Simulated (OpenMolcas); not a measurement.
**Lines of As: computed and rescaled rates**

```
Program             : OpenMolcas 26.06
Method              : SS-RASPT2, IPEA 0.25 Eh, imaginary shift 0.1 Eh (closed shells correlated: 3d)
Basis               : ANO-RCC [9s8p6d4f2g]
Scalar Hamiltonian  : DKH2, point nucleus
Active space        : 5 electrons in 9 orbitals (RAS2 4s 4p; RAS3 4d, at most 2 electrons)
State averaging     : 2S+1 = 4 odd, 1 root; 2S+1 = 2 odd, 8 roots; 2S+1 = 4 even, 3 roots; 2S+1 = 2 even, 5 roots kept (CI in the orbitals of an earlier block, 0 in the spin-orbit step)
Spin-orbit coupling : state interaction with AMFI integrals over the reference wave functions, term energies averaged over their components
```

Rates come from the transition moments of the reference wave functions (E1 and E2 in the length form). At fixed line strength A goes as λ^-3 for E1 and M1 and as λ^-5 for E2, so a rate at the computed wavelength can be rescaled to the measured one. Measured vacuum wavelengths follow from level energies in NIST Handbook of Basic Atomic Spectroscopic Data. Branching counts decays inside the model space alone, at computed energies, and the table is only a selection of the E2 and M1 lines, drawn from those between levels with measured partners whose computed energy lies within a factor of 1.5 of the measured one.

| Upper | Lower | Type | λ computed (nm) | λ measured (nm) | A computed (s-1) | A rescaled (s-1) | Branching % |
| --- | --- | --- | --- | --- | --- | --- | --- |
| 4s2 4p3 2D* 5/2 | 4s2 4p3 2D* 3/2 | M1 | 44810 | 31040 | 1.17e-04 | 3.52e-04 | 3.7 |
| 4s2 4p3 2P* 1/2 | 4s2 4p3 2D* 5/2 | E2 | 1304 | 1375 | 7.08e-02 | 5.43e-02 | 7.7 |
| 4s2 4p3 2P* 1/2 | 4s2 4p3 2D* 3/2 | M1 | 1267 | 1317 | 2.40e-01 |  | 25.9 |
| 4s2 4p3 2P* 1/2 | 4s2 4p3 2D* 3/2 | E2 | 1267 | 1317 | 1.20e-01 | 9.89e-02 | 13.0 |
| 4s2 4p3 2P* 3/2 | 4s2 4p3 2D* 5/2 | M1 | 1259 | 1293 | 2.23e-01 |  | 11.1 |
| 4s2 4p3 2P* 3/2 | 4s2 4p3 2D* 5/2 | E2 | 1259 | 1293 | 1.43e-01 | 1.25e-01 | 7.1 |
| 4s2 4p3 2P* 3/2 | 4s2 4p3 2D* 3/2 | M1 | 1225 | 1241 | 4.26e-01 |  | 21.1 |
| 4s2 4p3 2P* 3/2 | 4s2 4p3 2D* 3/2 | E2 | 1225 | 1241 | 6.41e-02 | 6.01e-02 | 3.2 |
| 4s2 4p3 2D* 3/2 | 4s2 4p3 4S* 3/2 | M1 | 924.1 | 944 | 3.43e-02 |  | 96.5 |
| 4s2 4p3 2D* 3/2 | 4s2 4p3 4S* 3/2 | E2 | 924.1 | 944 | 1.25e-03 |  | 3.5 |
| 4s2 4p3 2D* 5/2 | 4s2 4p3 4S* 3/2 | E2 | 905.4 | 916.2 | 2.14e-03 |  | 68.0 |
| 4s2 4p3 2D* 5/2 | 4s2 4p3 4S* 3/2 | M1 | 905.4 | 916.2 | 8.89e-04 |  | 28.3 |
| 4s2 4p3 2P* 1/2 | 4s2 4p3 4S* 3/2 | M1 | 534.4 | 549.9 | 4.94e-01 |  | 53.3 |
| 4s2 4p3 2P* 3/2 | 4s2 4p3 4S* 3/2 | M1 | 526.7 | 536.3 | 1.16e+00 |  | 57.5 |

Spin-changing lines and M1 lines between different terms are not rescaled, since their strength hangs on the term gaps too.

The largest correction is for 4s2 4p3 2D* 5/2 → 4s2 4p3 2D* 3/2 (M1): 1.17e-04 × (44810 / 31040)^3 = 3.52e-04 s-1, a factor of 3.01.

No measured rate stands beside these. Rescaling mends the energy factor alone: line strengths can still be far off where a level mixes with configurations outside the active space, and weak or spin-changing lines hang on small mixing coefficients that depend on the term gaps too, so rescaling need not improve them.

Some high roots are left out of the spin-orbit mixing, which shifts the levels that they would mix with. Active for correlation alone: 4d; no level in the range computed is led by a configuration that fills it, so any true level of that kind is missing. Measured partners are found by configuration, term and J. A level has none where our copy of the source lacks it or the pairing is in doubt (some pairs that miss far off the trend of their configuration count as doubtful). Levels of configurations outside the active space are missing.

* marks odd parity.
